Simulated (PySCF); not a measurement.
Method: PySCF with B3LYP-D3(BJ)/def2-TZVP. Isolated molecules, 0 K electronic values unless said otherwise. One relaxed conformer stands for a flexible species; it need not be the lowest. B3LYP has the VWN-RPA correlation part, as in Gaussian. Delta-SCF ions had no search for a lower state. 

Reference species (SMILES): `[CH]([GeH3])=O` (neutral, multiplicity 1).

```yaml
HOMO–LUMO gap: 5.12 eV
vertical ionisation energy (Delta-SCF): 9.45 eV
```

Changed species: `[S@@](C)(C=O)=O` (O–S–C–O torsion 170°) (X = methylsulfinyl; the reference has X = germyl).

Question: Give the shifts of the HOMO–LUMO gap and vertical ionisation energy (Delta-SCF).

Answer: the HOMO–LUMO gap falls by 0.55 eV, to 4.57 eV; the vertical ionisation energy (Delta-SCF) drops by 0.18 eV, to 9.27 eV.
